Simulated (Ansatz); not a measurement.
Pulling on the Mg1–H2 bond in H2MgSe (SMILES [MgH][SeH]) (multiplicity 1 held, fragments rigid). Energies count from the point at 1.689 Å.
Geometry at that point (charge 0, multiplicity 1):
| atom | x (Å) | y (Å) | z (Å) |
|---|---|---|---|
| Mg | -0.9098 | -0.7986 | -1.2496 |
| H | -1.7924 | -1.5775 | -2.4609 |
| Se | 0.3558 | 0.3557 | 0.4797 |
| H | 0.6118 | -0.9339 | 1.1476 |

Signs of static correlation in def2-TZVPPD, with CASSCF(2,2), from Ansatz (a quantum-chemistry and plane-wave program) runs.

```csv
R (Å),T1 of restricted CCSD,⟨S²⟩ of UHF,largest double amplitude of restricted CCSD,weight of the CASSCF reference in MRCISD,CASSCF natural occupations
1.351,0.010,0.000,0.025,0.909,1.97 0.03
1.520,0.010,0.000,0.025,0.909,1.97 0.03
1.689,0.010,0.000,0.024,0.909,1.97 0.03
1.858,0.011,0.000,0.024,0.909,1.96 0.04
2.027,0.012,0.000,0.032,0.909,1.95 0.05
2.280,0.014,0.000,0.066,0.909,1.92 0.08
2.534,0.018,0.344,0.110,0.910,1.87 0.13
2.956,___,0.744,0.214,0.911,1.76 0.24
3.378,0.052,0.902,0.354,0.911,1.60 0.40
3.885,0.084,0.971,0.560,0.912,1.38 0.62
4.560,0.118,0.996,___,0.912,1.18 0.82
5.405,0.136,1.002,1.007,0.912,1.07 0.93
```

**Question.** Complete the blanks.

**Answer.** 
- 2.956, T1 of restricted CCSD: 0.031
- 4.560, largest double amplitude of restricted CCSD: 0.819

Doubts at one or more of the structures used: a restricted determinant that unrestricted orbitals would lower (R-CCSD(T)/def2-TZVPPD); T1 above 0.05 (R-CCSD(T)/def2-TZVPPD, U-CCSD(T)/def2-TZVPPD); other coupled-cluster roots lie near (R-CCSD(T)/def2-TZVPPD); a spin-contaminated determinant (U-CCSD(T)/def2-TZVPPD).
